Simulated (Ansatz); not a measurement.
Level of theory: B3LYP-D3(BJ)/def2-TZVP in Ansatz (a first-principles code). No frequencies were computed at this level.

Ansatz 0.2 input:
```yaml
crystal:
  periodic: [false, false, false]
  atoms:
    - { symbol: C, position_ang: [1.480359, -0.309267, 0.246458] }
    - { symbol: C, position_ang: [0.317432, -0.058992, 0.075555] }
    - { symbol: C, position_ang: [-1.066527, 0.240529, -0.128098] }
    - { symbol: O, position_ang: [-1.524503, 1.334366, -0.315103] }
    - { symbol: H, position_ang: [2.495099, -0.538415, 0.396676] }
    - { symbol: H, position_ang: [-1.701861, -0.668222, -0.095615] }
basis:
  gaussian: { orbitals: def2-tzvp }
hamiltonian:
  xc: b3lyp
  dispersion: d3bj
relax:
  max_steps: 150
```

Output:

```
Functional definition: B3LYP
779 factors; their error is unknown
mean field evaluation 1: about -5184.1454 eV, gradient 5.4e1 eV
mean field evaluation 2: about -5179.2156 eV, gradient 7.5e1 eV
mean field evaluation 4: about -5189.9765 eV, gradient 3.5e0 eV
mean field evaluation 8: about -5190.0051 eV, gradient 1.8e-1 eV
mean field evaluation 16: about -5190.0065 eV, gradient 5.9e-5 eV
mean field -5190.00645249 eV, -190.7292192161 hartree, gradient 5.9e-5 eV, S^2 0.000000; 0 other end points of the search recorded, 0 dependent functions left out
reference -5190.00667546 eV, -190.7292274104 hartree; 14, 14 occupied and 122, 122 virtual orbitals, 779 factors
relax step   1: F+E_penalty+E_count = -5190.16078956 eV  Δ(F+E_penalty+E_count) = +0.000e0 eV  max|allowed force component| = 7.768e-1 eV/Å  Δτ_max = 0.0000 Å  (28 SCF iters, accepted)
these checks for a lower state are left out or cut short: starts, cluster_reference, orbital_swaps, neighbouring_geometries, increment
779 factors; their error is unknown
mean field -5190.01935077 eV, -190.7296932193 hartree, gradient 1.2e-5 eV, S^2 0.000000; 0 other end points of the search recorded, 0 dependent functions left out
reference -5190.01957382 eV, -190.7297014164 hartree; 14, 14 occupied and 122, 122 virtual orbitals, 779 factors
relax step   2: F+E_penalty+E_count = -5190.17334378 eV  Δ(F+E_penalty+E_count) = -1.255e-2 eV  max|allowed force component| = 3.272e-1 eV/Å  Δτ_max = 0.0187 Å  (33 SCF iters, accepted)
these checks for a lower state are left out or cut short: starts, cluster_reference, orbital_swaps, neighbouring_geometries, increment
779 factors; their error is unknown
mean field -5189.98146391 eV, -190.7283009029 hartree, gradient 2.2e-5 eV, S^2 0.000000; 0 other end points of the search recorded, 0 dependent functions left out
reference -5189.98168692 eV, -190.7283090984 hartree; 14, 14 occupied and 122, 122 virtual orbitals, 779 factors
relax step   3: F+E_penalty+E_count = -5190.13522270 eV  Δ(F+E_penalty+E_count) = +3.812e-2 eV  max|allowed force component| = 1.129e0 eV/Å  Δτ_max = 0.0576 Å  (33 SCF iters, rejected (line search))
these checks for a lower state are left out or cut short: starts, cluster_reference, orbital_swaps, neighbouring_geometries, increment
779 factors; their error is unknown
mean field evaluation 32: about -5190.0118 eV, gradient 2.1e0 eV
mean field -5190.01732688 eV, -190.7296188426 hartree, gradient 1.2e-5 eV, S^2 0.000000; 0 other end points of the search recorded, 0 dependent functions left out
reference -5190.01754983 eV, -190.7296270360 hartree; 14, 14 occupied and 122, 122 virtual orbitals, 779 factors
relax step   4: F+E_penalty+E_count = -5190.17156755 eV  Δ(F+E_penalty+E_count) = +1.776e-3 eV  max|allowed force component| = 8.068e-1 eV/Å  Δτ_max = 0.0102 Å  (34 SCF iters, rejected (line search))
these checks for a lower state are left out or cut short: starts, cluster_reference, orbital_swaps, neighbouring_geometries, increment
779 factors; their error is unknown
mean field -5190.02163846 eV, -190.7297772903 hartree, gradient 1.2e-5 eV, S^2 0.000000; 0 other end points of the search recorded, 0 dependent functions left out
reference -5190.02186149 eV, -190.7297854866 hartree; 14, 14 occupied and 122, 122 virtual orbitals, 779 factors
relax step   5: F+E_penalty+E_count = -5190.17557288 eV  Δ(F+E_penalty+E_count) = -2.229e-3 eV  max|allowed force component| = 1.439e-1 eV/Å  Δτ_max = 0.0049 Å  (34 SCF iters, accepted)
these checks for a lower state are left out or cut short: starts, cluster_reference, orbital_swaps, neighbouring_geometries, increment
779 factors; their error is unknown
mean field -5190.02283785 eV, -190.7298213672 hartree, gradient 1.2e-5 eV, S^2 0.000000; 0 other end points of the search recorded, 0 dependent functions left out
reference -5190.02306097 eV, -190.7298295668 hartree; 14, 14 occupied and 122, 122 virtual orbitals, 779 factors
relax step   6: F+E_penalty+E_count = -5190.17668540 eV  Δ(F+E_penalty+E_count) = -1.113e-3 eV  max|allowed force component| = 1.246e-1 eV/Å  Δτ_max = 0.0114 Å  (34 SCF iters, accepted)
these checks for a lower state are left out or cut short: starts, cluster_reference, orbital_swaps, neighbouring_geometries, increment
779 factors; their error is unknown
mean field -5190.02297856 eV, -190.7298265381 hartree, gradient 1.2e-5 eV, S^2 0.000000; 0 other end points of the search recorded, 0 dependent functions left out
reference -5190.02320177 eV, -190.7298347410 hartree; 14, 14 occupied and 122, 122 virtual orbitals, 779 factors
relax step   7: F+E_penalty+E_count = -5190.17677210 eV  Δ(F+E_penalty+E_count) = -8.670e-5 eV  max|allowed force component| = 8.309e-2 eV/Å  Δτ_max = 0.0069 Å  (34 SCF iters, accepted)
these checks for a lower state are left out or cut short: starts, cluster_reference, orbital_swaps, neighbouring_geometries, increment
779 factors; their error is unknown
mean field evaluation 64: about -5190.0230 eV, gradient 6.8e-3 eV
mean field -5190.02304015 eV, -190.7298288017 hartree, gradient 1.3e-5 eV, S^2 0.000000; 0 other end points of the search recorded, 0 dependent functions left out
reference -5190.02326332 eV, -190.7298370029 hartree; 14, 14 occupied and 122, 122 virtual orbitals, 779 factors
relax step   8: F+E_penalty+E_count = -5190.17688059 eV  Δ(F+E_penalty+E_count) = -1.085e-4 eV  max|allowed force component| = 7.884e-3 eV/Å  Δτ_max = 0.0031 Å  (34 SCF iters, accepted)
779 factors; their error is unknown
mean field -5190.02304015 eV, -190.7298288017 hartree, gradient 1.2e-5 eV, S^2 0.000000; 1 other end points of the search recorded, 0 dependent functions left out
reference -5190.02326332 eV, -190.7298370029 hartree; 14, 14 occupied and 122, 122 virtual orbitals, 779 factors
Total energy: -5190.17710376 eV, -190.7354905346 hartree
Atom 0 at     1.485144    -0.317121     0.247834 Å, force    -0.002311     0.002545    -0.000555 eV/Å
Atom 1 at     0.328555    -0.040953     0.074736 Å, force     0.006018    -0.002434     0.000836 eV/Å
Atom 2 at    -1.075621     0.230363    -0.127873 Å, force    -0.007884     0.006519    -0.001594 eV/Å
Atom 3 at    -1.528537     1.332944    -0.315082 Å, force     0.002681    -0.007878     0.001256 eV/Å
Atom 4 at     2.513749    -0.540837     0.399144 Å, force     0.000681    -0.001068     0.000256 eV/Å
Atom 5 at    -1.723290    -0.664398    -0.098887 Å, force     0.000815     0.002316    -0.000199 eV/Å
Dipole moment:     0.359409    -0.488900     0.102186 e Å
```

Cost: very roughly 40 core-seconds.
